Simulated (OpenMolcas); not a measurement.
**Setting up triplet CHBrF2 in OpenMolcas**

The species is CHBrF2 (5 atoms), meant as a triplet with charge 0. SMILES of the parent species: `FC(F)Br`. The coordinates come from a PBE0-D4/def2-TZVP relaxation. That shape belongs to the parent species and isn't relaxed for this state.

```xyz
5

F     0.1743   -0.6239    1.2011
C     0.1418    0.0192    0.0350
F     0.7079   -0.7538   -0.8905
Br   -1.6954    0.3897   -0.4567
H     0.6714    0.9687    0.1111
```

Settings wanted:

| Setting | Value |
| --- | --- |
| method | DFT |
| reference | UKS |
| integral approximation | none |
| symmetry | none |
| basis set | aug-cc-pVDZ |
| task | energy |
| functional | TPSS |
| nucleus | point |
| integration grid | UltraFine |
| SCF convergence threshold | 1e-10 |

**Question.** Give an OpenMolcas 26.06 job that does this.

**Answer.** One that was run (others would do as well):

coord.xyz:
```
5

F      0.174340    -0.623850     1.201130
C      0.141760     0.019230     0.034970
F      0.707870    -0.753840    -0.890480
Br    -1.695370     0.389750    -0.456680
H      0.671400     0.968700     0.111060
```

test.input:
```
* CHBrF2 Kohn-Sham DFT
&gateway
baslib
$CurrDir
coord
coord.xyz
basis
aug-cc-pVDZ
group
NoSym
&seward
gridinput
Grid=UltraFine
End of Grid
&scf
uhf
spin
3
ksdft
2
1.0 MGGA_X_TPSS
1.0 MGGA_C_TPSS
thresholds
1e-10 1e-07 1e-07 1e-05
prorbitals
1 2
```

```bash
$ export MOLCAS_MEM=1860
$ pymolcas test.input > test.log
```

(Basis files named in the input come from the Basis Set Exchange and aren't shown.)

Calculated total energy: -2812.26144 Eh.
